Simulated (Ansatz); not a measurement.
Geometry optimisation, Ansatz, RKS PBE/STO-3G.

Input:

```yaml
crystal:
  periodic: [false, false, false]
  atoms:
    - { symbol: Al, position_ang: [-0.824185, 0.301612, -0.232511] }
    - { symbol: H, position_ang: [1.161164, -1.692784, 0.060192] }
    - { symbol: F, position_ang: [-1.362708, -0.191068, -1.704915] }
    - { symbol: F, position_ang: [-1.710831, -0.019735, 1.118494] }
    - { symbol: H, position_ang: [1.224042, -1.001709, 0.010097] }
    - { symbol: O, position_ang: [0.739417, 1.207353, -0.136771] }
    - { symbol: H, position_ang: [0.773202, 1.396331, 0.885314] }
basis:
  gaussian: { orbitals: STO-3G }
hamiltonian:
  xc: pbe
relax:
  f_tol: 0.03
  max_steps: 50
```

Run as:

```bash
$ ansatz run input.yaml --threads 1 --pin off --max-ram 2048MiB --backend cpu --events-out ev --progress --plain --runs-dir out
```

Problem. Where does it end, and by what steps?

Solution. The forces met the threshold. Limits of this set-up: minimal basis. After 11 steps the energy has fallen by 0.334 eV; F4 moved furthest, 0.90 Å.

```json
{"step": "0", "energy less start (eV)": "0.0000", "largest force component (eV/Å)": "2.461", "accepted": "yes"}
{"step": "1", "energy less start (eV)": "-0.1090", "largest force component (eV/Å)": "1.321", "accepted": "yes"}
{"step": "2", "energy less start (eV)": "-0.1972", "largest force component (eV/Å)": "0.749", "accepted": "yes"}
{"step": "3", "energy less start (eV)": "-0.2532", "largest force component (eV/Å)": "0.768", "accepted": "yes"}
{"step": "4", "energy less start (eV)": "-0.3008", "largest force component (eV/Å)": "0.465", "accepted": "yes"}
{"step": "5", "energy less start (eV)": "-0.3121", "largest force component (eV/Å)": "0.217", "accepted": "yes"}
{"step": "6", "energy less start (eV)": "-0.3090", "largest force component (eV/Å)": "0.276", "accepted": "no"}
{"step": "7", "energy less start (eV)": "-0.3210", "largest force component (eV/Å)": "0.615", "accepted": "yes"}
{"step": "8", "energy less start (eV)": "-0.3306", "largest force component (eV/Å)": "0.228", "accepted": "yes"}
{"step": "9", "energy less start (eV)": "-0.3330", "largest force component (eV/Å)": "0.076", "accepted": "yes"}
{"step": "10", "energy less start (eV)": "-0.3334", "largest force component (eV/Å)": "0.067", "accepted": "yes"}
{"step": "11", "energy less start (eV)": "-0.3340", "largest force component (eV/Å)": "0.030", "accepted": "yes"}
```

```xyz
7
Properties=species:S:1:pos:R:3
Al -1.104 0.373 -0.220
H 2.010 -1.508 -0.046
F -1.641 -0.141 -1.683
F -2.149 0.756 0.993
H 1.589 -0.881 -0.044
O 0.605 0.540 0.010
H 0.690 0.861 0.989
```

Run time: 7.3 s on 1 thread of AMD EPYC 9R45 96-Core Processor (Zen 5), on a shared host, peak memory 0.13 GiB.
